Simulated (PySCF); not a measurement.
PySCF input for CH₅ClF₂Si₂, SMILES FC[Si@H](F)[SiH2]Cl, TDDFT-M06-2X/def2-SVPD. Geometry: B3LYP-D3(BJ)/def2-SVP. The structure was generated by enumeration; whether it is a known compound was not checked. The values are those of a single conformer.

```python
import numpy as np
from pyscf import gto, scf, dft, tdscf

mol = gto.M(
    atom='''
    F    -1.88123503   -0.22483140   -1.44563039
    C    -1.95441953    0.12181473   -0.09172120
    Si   -0.60380311   -0.92389601    0.73412590
    F    -0.44521791   -0.46017774    2.29493864
    Si    1.37005740   -0.44813833   -0.44035624
    Cl    1.39239157    1.63610460   -0.62941028
    H    -2.97359135   -0.08092836    0.27932070
    H    -1.75083294    1.20103286    0.01304418
    H    -0.97372798   -2.36587776    0.71617698
    H     2.60031763   -0.87019690    0.28374467
    H     1.36421132   -1.05513307   -1.79853427
    ''',
    basis='def2-SVPD',
    charge=0,
    spin=0,
    max_memory=1600,
    verbose=4,
)
mf = dft.RKS(mol, xc='m06-2x').density_fit(auxbasis='def2-universal-jkfit')
mf.grids.level = 4
mf.conv_tol = 1e-9
mf.max_cycle = 100
mf.kernel()
mf.grids = dft.Grids(mol).set(level=2).build(with_non0tab=True)  # coarser grid for the response kernel
td = tdscf.TDDFT(mf)
td.singlet = True
td.nstates = 10
td.conv_tol = 1e-4
td.positive_eig_threshold = 1e-6
td.kernel(x0=td.get_init_guess(mf, 15))
td.analyze()
tt = tdscf.TDA(mf)
tt.singlet = False
tt.nstates = 4
tt.conv_tol = 1e-4
tt.positive_eig_threshold = 1e-6
tt.kernel(x0=tt.get_init_guess(mf, 9))
tt.analyze(verbose=3)
```

Output:

```
PySCF version 2.14.0

[INPUT] verbose = 4
[INPUT] num. atoms = 11
[INPUT] num. electrons = 74
[INPUT] charge = 0
[INPUT] spin (= nelec alpha-beta = 2S) = 0
[INPUT] symmetry False subgroup None
[INPUT] Mole.unit = angstrom
[INPUT] Symbol           X                Y                Z      unit          X                Y                Z       unit  Magmom
[INPUT]  1 F     -1.881235030000  -0.224831400000  -1.445630390000 AA   -3.555018982638  -0.424869770203  -2.731845514448 Bohr   0.0
[INPUT]  2 C     -1.954419530000   0.121814730000  -0.091721200000 AA   -3.693317644201   0.230196477638  -0.173327947816 Bohr   0.0
[INPUT]  3 Si    -0.603803110000  -0.923896010000   0.734125900000 AA   -1.141022511061  -1.745910426478   1.387296891950 Bohr   0.0
[INPUT]  4 F     -0.445217910000  -0.460177740000   2.294938640000 AA   -0.841339915651  -0.869609897221   4.336805502282 Bohr   0.0
[INPUT]  5 Si     1.370057400000  -0.448138330000  -0.440356240000 AA    2.589033260934  -0.846858709620  -0.832152690843 Bohr   0.0
[INPUT]  6 Cl     1.392391570000   1.636104600000  -0.629410280000 AA    2.631238725453   3.091789605141  -1.189413049186 Bohr   0.0
[INPUT]  7 H     -2.973591350000  -0.080928360000   0.279320700000 AA   -5.619273257876  -0.152932436110   0.527839623922 Bohr   0.0
[INPUT]  8 H     -1.750832940000   1.201032860000   0.013044180000 AA   -3.308594746467   2.269623172003   0.024649927720 Bohr   0.0
[INPUT]  9 H     -0.973727980000  -2.365877760000   0.716176980000 AA   -1.840079202026  -4.470861010599   1.353378348918 Bohr   0.0
[INPUT] 10 H      2.600317630000  -0.870196900000   0.283744670000 AA    4.913888157578  -1.644433815446   0.536199715605 Bohr   0.0
[INPUT] 11 H      1.364211320000  -1.055133070000  -1.798534270000 AA    2.577985770831  -1.993912527272  -3.398737195945 Bohr   0.0

nuclear repulsion = 449.132315084579
number of shells = 77
number of NR pGTOs = 275
number of NR cGTOs = 181
basis = def2-SVPD
ecp = {}


[settings echo left out]
init E= -1279.66174161695
  HOMO = -0.289572389545058  LUMO = -0.0542004518269903  gap/eV = 6.40480
cycle= 1 E= -1279.37192813287  delta_E= 0.29  |g|= 0.62  |ddm|=  3.8
  HOMO = -0.355150261745938  LUMO = -0.0382128071615262  gap/eV = 8.62431
cycle= 2 E= -1279.35853568041  delta_E= 0.0134  |g|= 0.745  |ddm|= 1.26
  HOMO = -0.350655629938159  LUMO = -0.0145897231342558  gap/eV = 9.14482
cycle= 3 E= -1279.45601695338  delta_E= -0.0975  |g|= 0.0499  |ddm|= 0.619
  HOMO = -0.344717008041881  LUMO = -0.00789388026800264  gap/eV = 9.16542
cycle= 4 E= -1279.45650936274  delta_E= -0.000492  |g|= 0.0219  |ddm|= 0.102
  HOMO = -0.346458297029523  LUMO = -0.00892944904690207  gap/eV = 9.18463
cycle= 5 E= -1279.45664094522  delta_E= -0.000132  |g|= 0.00501  |ddm|= 0.0392
  HOMO = -0.34668882911688  LUMO = -0.00889295274179824  gap/eV = 9.19189
cycle= 6 E= -1279.45664730078  delta_E= -6.36e-06  |g|= 0.00117  |ddm|= 0.0105
  HOMO = -0.346639203406998  LUMO = -0.00885303385438974  gap/eV = 9.19163
cycle= 7 E= -1279.45664753046  delta_E= -2.3e-07  |g|= 0.00056  |ddm|= 0.0016
  HOMO = -0.346646442399019  LUMO = -0.0088606788622867  gap/eV = 9.19162
cycle= 8 E= -1279.45664759053  delta_E= -6.01e-08  |g|= 7.55e-05  |ddm|= 0.000682
  HOMO = -0.346658803176079  LUMO = -0.0088661740710485  gap/eV = 9.19181
cycle= 9 E= -1279.45664759257  delta_E= -2.05e-09  |g|= 2e-05  |ddm|= 0.000203
  HOMO = -0.346657131254303  LUMO = -0.00886546671964483  gap/eV = 9.19178
cycle= 10 E= -1279.45664759272  delta_E= -1.46e-10  |g|= 6.54e-06  |ddm|= 4.79e-05
  HOMO = -0.346656983831941  LUMO = -0.00886515410023714  gap/eV = 9.19178
Extra cycle  E= -1279.45664759272  delta_E= -1.36e-12  |g|= 5.3e-06  |ddm|= 1.56e-05
converged SCF energy = -1279.45664759272
tot grids = 96880
Overwritten attributes  positive_eig_threshold  of <class 'pyscf.tdscf.rks.TDDFT'>


******** <class 'pyscf.tdscf.rks.TDDFT'> for <class 'pyscf.df.df_jk.DFRKS'> ********
nstates = 10 singlet
deg_eia_thresh = 1.000e-03
wfnsym = None
conv_tol = 0.0001
eigh lindep = 1e-12
eigh level_shift = 0
eigh max_cycle = 100


Excitation energies (eV)
[6.13697699 6.30057105 6.97648577 7.12870416 7.73193025 7.80842834
 7.90407398 8.06552165 8.16871319 8.3502581 ]

** Singlet excitation energies and oscillator strengths **
Excited State   1:      6.13698 eV    202.03 nm  f=0.0244
      37 -> 38       -0.68763
Excited State   2:      6.30057 eV    196.78 nm  f=0.0208
      37 -> 39       -0.68119
Excited State   3:      6.97649 eV    177.72 nm  f=0.0071
      36 -> 38        0.65786
      36 -> 39       -0.18309
Excited State   4:      7.12870 eV    173.92 nm  f=0.0058
      34 -> 39        0.10549
      35 -> 38        0.24720
      35 -> 39        0.61829
Excited State   5:      7.73193 eV    160.35 nm  f=0.0926
      34 -> 38       -0.21072
      35 -> 38        0.52830
      35 -> 39       -0.18680
      37 -> 40        0.24126
      37 -> 41        0.12482
Excited State   6:      7.80843 eV    158.78 nm  f=0.0362
      35 -> 38       -0.23040
      35 -> 39        0.14085
      36 -> 39        0.12645
      37 -> 40        0.59796
      37 -> 41       -0.12898
Excited State   7:      7.90407 eV    156.86 nm  f=0.0396
      34 -> 38       -0.23194
      35 -> 38       -0.12685
      36 -> 38        0.15749
      36 -> 39        0.57093
      37 -> 40       -0.18972
Excited State   8:      8.06552 eV    153.72 nm  f=0.1712
      34 -> 38        0.40056
      35 -> 38        0.21679
      36 -> 39        0.19518
      37 -> 41       -0.36486
      37 -> 42        0.22870
Excited State   9:      8.16871 eV    151.78 nm  f=0.2124
      34 -> 38       -0.38527
      36 -> 39       -0.20312
      37 -> 41       -0.46308
      37 -> 42        0.16249
      37 -> 43       -0.11377
Excited State  10:      8.35026 eV    148.48 nm  f=0.0173
      34 -> 39        0.38385
      37 -> 43        0.24786
      37 -> 44        0.39927
      37 -> 46       -0.11350
      37 -> 47       -0.14635
      37 -> 48        0.11508

** Transition electric dipole moments (AU) **
state          X           Y           Z        Dip. S.      Osc.
  1        -0.1606     -0.3585      0.0909      0.1626      0.0244
  2        -0.2866      0.0983     -0.2074      0.1348      0.0208
  3         0.1199      0.0091      0.1651      0.0417      0.0071
  4         0.1076     -0.1457     -0.0195      0.0332      0.0058
  5        -0.6722      0.1598      0.1061      0.4886      0.0926
  6        -0.3550      0.0544      0.2459      0.1894      0.0362
  7         0.4083     -0.0868     -0.1738      0.2044      0.0396
  8        -0.7205     -0.5260      0.2656      0.8664      0.1712
  9        -0.9105     -0.1737      0.4497      1.0614      0.2124
 10         0.1992     -0.1315      0.1663      0.0847      0.0173

** Transition velocity dipole moments (imaginary part, AU) **
state          X           Y           Z        Dip. S.      Osc.
  1        -0.0378     -0.0931      0.0208      0.0105      0.0311
  2        -0.0775      0.0256     -0.0536      0.0095      0.0275
  3         0.0318      0.0026      0.0430      0.0029      0.0074
  4         0.0289     -0.0448     -0.0112      0.0030      0.0075
  5        -0.2046      0.0499      0.0308      0.0453      0.1063
  6        -0.1124      0.0154      0.0803      0.0193      0.0449
  7         0.1284     -0.0253     -0.0554      0.0202      0.0463
  8        -0.2325     -0.1706      0.0863      0.0906      0.2038
  9        -0.2941     -0.0529      0.1470      0.1109      0.2463
 10         0.0675     -0.0417      0.0580      0.0097      0.0210

** Transition magnetic dipole moments (imaginary part, AU) **
state          X           Y           Z
  1        -0.3523     -0.2061     -0.3418
  2         0.1358     -0.1800      0.4445
  3        -0.8748      0.2466      0.4625
  4         0.2439     -0.2435     -0.2864
  5         0.2761      0.4380      0.2829
  6         0.3164      0.0895      0.2065
  7        -0.5888     -0.1790     -1.0275
  8         0.7221      0.2735      1.6073
  9         0.2087      0.3272      0.7197
 10         0.3967     -0.6888     -0.0999
Overwritten attributes  positive_eig_threshold  of <class 'pyscf.tdscf.rks.TDA'>


******** <class 'pyscf.tdscf.rks.TDA'> for <class 'pyscf.df.df_jk.DFRKS'> ********
nstates = 4 triplet
deg_eia_thresh = 1.000e-03
wfnsym = None
conv_tol = 0.0001
eigh lindep = 1e-12
eigh level_shift = 0
eigh max_cycle = 100


Excitation energies (eV)
[5.6213216  5.74067486 6.68481498 6.74454881]

** Triplet excitation energies and oscillator strengths **
Excited State   1:      5.62132 eV    220.56 nm  f=0.0000
Excited State   2:      5.74067 eV    215.97 nm  f=0.0000
Excited State   3:      6.68481 eV    185.47 nm  f=0.0000
Excited State   4:      6.74455 eV    183.83 nm  f=0.0000
```

Self-consistency was reached.
